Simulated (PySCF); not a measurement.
## Spinor energies of Pb⁻ (lead, charge -1)

Start: [Xe] 4f14 5d10 6s2 6p3; 6p1/2 filled at m_j = -1/2, +1/2; 6p3/2 filled at m_j = +3/2. Calculated with PySCF 2.14 in x2c-SVPall-2c with one added diffuse shell each of s, p type (8s12p7d2f, 93 functions): generalised Hartree-Fock with the X2C-1e Hamiltonian and a Gaussian nucleus; one run each with spin-orbit coupling (SO) switched off, then screened by Boettger's factors.

| spinor shell | electrons | ε, spin-free (eV) | ε, screened SO (eV) | weight of nominal j (screened SO) | rms radius, screened SO (bohr) |
| --- | --- | --- | --- | --- | --- |
| 1s1/2 | 2 | -88497.0 | -88457.7 | 1.000 | 0.0181 |
| 2s1/2 | 2 | -15983.2 | -15970.3 | 1.000 | 0.0730 |
| 2p1/2 | 2 | -13729.7 | -15313.9 | 1.000 | 0.0617 |
| 2p3/2 | 4 | -13729.7 | -13118.6 | 1.000 | 0.0700 |
| 3s1/2 | 2 | -3905.8 | -3901.2 | 1.000 | 0.186 |
| 3p1/2 | 2 | -3249.8 | -3605.7 | 1.000 | 0.178 |
| 3p3/2 | 4 | -3249.8 | -3108.8 | 1.000 | 0.195 |
| 3d3/2 | 4 | -2567.0 | -2627.1 | 1.000 | 0.171 |
| 3d5/2 | 6 | -2567.0 | -2522.6 | 1.000 | 0.175 |
| 4s1/2 | 2 | -919.44 | -917.71 | 1.000 | 0.408 |
| 4p1/2 | 2 | -700.74 | -788.41 | 1.000 | 0.412 |
| 4p3/2 | 4 | -700.74 | -665.29 | 1.000 | 0.446 |
| 4d3/2 | 4 | -441.20 | -453.80 | 1.000 | 0.459 |
| 4d5/2 | 6 | -441.20 | -430.92 | 1.000 | 0.464 |
| 5s1/2 | 2 | -161.28 | -160.69 | 1.000 | 0.916 |
| 4f5/2 | 6 | -153.30 | -155.07 | 1.000 | 0.495 |
| 4f7/2 | 8 | -153.30 | -150.18 | 1.000 | 0.496 |
| 5p1/2 | 2 | -98.190 | -114.40 | 1.000 | 0.981 |
| 5d3/2 | 4 | -23.291 | -24.465 | 0.999 | 1.38 |
| 5d5/2 | 6 | -23.291 | -21.797 | 0.999 | 1.41 |
| 6s1/2 | 2 | -9.646 | -9.492 | 1.000 | 2.65 |
| 6p1/2 | 2 | -1.434 | -1.868 | 0.747 | 3.90 |
| 6p3/2 | 1 | -1.434 | -0.658 | 1.000 | 4.76 |

**Question.** Where does 5p3/2 lie, and what is the 5p spin-orbit splitting (screened SO)?

**Answer.** At -91.349 eV, 23.055 eV above 5p1/2.

| quantity | spin-free | screened SO |
| --- | --- | --- |
| E (hartree) | -20864.49415 | -20902.19867 |
| M_J | 3/2 | 3/2 |
| ⟨J²⟩ | 3.760 | 3.786 |
| ⟨L²⟩ | 0.000 | 0.587 |
| ⟨S²⟩ | 3.760 | 3.512 |

Each row is a mean over spinors that exchange with the open shell spreads, by up to 3.573 eV (6s1/2).

Rows whose weight is well below 1 are mixtures of j = l ± 1/2: exchange outweighs spin-orbit coupling there, and the label is only the starting occupation.

Breit and QED terms are absent; they matter most for the inner s and p1/2 levels.

Densities and radii are taken from the X2C orbitals without a picture-change correction, which distorts them close to the nucleus.

Without spin-orbit coupling the j labels of p, d and f shells carry no meaning; the spin-free column gives the mean over the occupied spinors of each nl shell.
